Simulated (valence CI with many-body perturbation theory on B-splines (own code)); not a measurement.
**Ar2+: E2, E3, M1, M2 decay**

Computed by valence CI with perturbative core correlation (CI+MBPT): six valence electrons over a frozen Dirac-Fock core [Ne], radial functions for each j: 9 s, 9 p, 8 d, 6 f, 3 g, 1 h, with the one-electron correlation potential Σ1 (screened to all orders), the two-electron term Σ2, the three-electron term Σ3, Breit, model QED; selected single and double excitations, second order for the rest, scaled by the run's own slope (own B-spline code, finite nucleus).

Set against measurement, 28 paired levels are off by 170 cm⁻¹ on average, the worst by 441. These come from a selection out of Saloman, J. Phys. Chem. Ref. Data 39, 033101 (2010). Levels without a partner in it may be off by more. Among the levels kept, up to 2000 cm⁻¹ of a level comes from second order outside the variational space, and about a tenth of that is noise between levels of different J, which matters for small intervals.

Lines 1 to 34 of 34 in falling wavelength, among levels below 186924 cm⁻¹, chosen from the decays that carry over 1 % of a level's rate. Wavelengths and rates use the calculated energies, so an error of 200 cm⁻¹ moves a line at 11290 Å by 2.3 % and its rate by three times that or more. Electric multipoles are in the length gauge, E1 and E2 with the static RPA response of the core. Weak lines are less certain than strong ones. Lines between different terms over intervals too small for the method are left out, as are lines whose strength nearly cancels. The highest levels of a list are the least certain. Branching is blank where the lifetime is uncertain.

Letters in brackets count levels of one name in rising energy.

```
λ vac (Å)  λ from measured levels                 Upper                 Lower  Type   A (s⁻¹)  Branch %
2.164e+05               2.183e+05          3s2 3p4 3P_0          3s2 3p4 3P_1    M1  5.34e-03     100.0
    89590                   89910          3s2 3p4 3P_1          3s2 3p4 3P_2    M1  3.13e-02     100.0
    11290                   11550      3s2 3p3 3d 3G°_4  3s2 3p3 3d 3F°_4 [a]    M1  2.34e-02          
    11250                   11480      3s2 3p3 3d 3G°_5  3s2 3p3 3d 3F°_4 [a]    M1  2.37e-02          
    11250                   11480      3s2 3p3 3d 3G°_5  3s2 3p3 3d 3F°_4 [a]    E2  2.15e-03          
    10830                   11040      3s2 3p3 3d 3G°_4  3s2 3p3 3d 3F°_3 [a]    E2  1.72e-03          
     8020                    8204      3s2 3p3 3d 1G°_4  3s2 3p3 3d 3F°_4 [a]    M1  3.67e-02          
     7786                    7943      3s2 3p3 3d 1G°_4  3s2 3p3 3d 3F°_3 [a]    M1  2.28e-02          
     7684                    7753          3s2 3p4 1D_2          3s2 3p4 3P_1    M1  8.58e-02      20.6
     7077                    7138          3s2 3p4 1D_2          3s2 3p4 3P_2    M1  3.28e-01      79.0
     6455                    6546      3s2 3p3 3d 3G°_5      3s2 3p3 3d 3D°_3    E2  1.82e-03          
     5329                    5386  3s2 3p3 3d 3F°_4 [a]      3s2 3p3 3d 5D°_4    M1  1.21e-01       3.6
     5154                    5193          3s2 3p4 1S_0          3s2 3p4 1D_2    E2  2.51e+00      37.7
     3620                    3673      3s2 3p3 3d 3G°_4      3s2 3p3 3d 5D°_4    M1  3.06e-03          
     3616                    3666      3s2 3p3 3d 3G°_5      3s2 3p3 3d 5D°_4    E2  1.52e-03          
     3085                    3110          3s2 3p4 1S_0          3s2 3p4 3P_1    M1  4.11e+00      61.8
     2384                    2410  3s2 3p3 3d 3F°_4 [b]      3s2 3p3 3d 5D°_4    M1  1.43e+00       4.1
     2008                    2013  3s2 3p3 3d 3F°_4 [a]          3s 3p5 3P°_2    E2  9.43e-01      27.8
     1705                    1714      3s2 3p3 3d 3G°_4          3s 3p5 3P°_2    E2  2.26e-02          
     1606                    1616      3s2 3p3 3d 1G°_4          3s 3p5 3P°_2    E2  5.30e-02          
     1370                    1377  3s2 3p3 3d 3F°_4 [b]          3s 3p5 3P°_2    E2  3.13e+01      88.6
    691.4                   690.1      3s2 3p3 3d 5D°_4          3s2 3p4 3P_2    M2  1.24e+00          
    669.9                   669.0  3s2 3p3 3d 3F°_4 [a]          3s2 3p4 1D_2    M2  2.09e+00      61.7
    632.4                   632.4      3s2 3p3 3d 3G°_4          3s2 3p4 1D_2    M2  1.93e-03          
    618.3                   618.6      3s2 3p3 3d 1G°_4          3s2 3p4 1D_2    M2  8.21e-01          
    618.3                   618.6      3s2 3p3 3d 1G°_4          3s2 3p4 1D_2    E3  1.32e-01          
    612.0                   611.7  3s2 3p3 3d 3F°_4 [a]          3s2 3p4 3P_2    M2  1.39e-01       4.1
    612.0                   611.7  3s2 3p3 3d 3F°_4 [a]          3s2 3p4 3P_2    E3  3.82e-02       1.1
    584.3                   584.7      3s2 3p3 3d 3G°_4          3s2 3p4 3P_1    E3  6.71e-02          
    580.5                   580.9      3s2 3p3 3d 3G°_4          3s2 3p4 3P_2    E3  4.13e-02          
    580.5                   580.9      3s2 3p3 3d 3G°_4          3s2 3p4 3P_2    M2  3.50e-03          
    580.4                   580.7      3s2 3p3 3d 3G°_5          3s2 3p4 3P_2    E3  1.11e-01          
    568.6                   569.3      3s2 3p3 3d 1G°_4          3s2 3p4 3P_2    M2  1.51e-02          
    536.0                   536.5  3s2 3p3 3d 3F°_4 [b]          3s2 3p4 3P_2    M2  8.30e-01       2.3
```
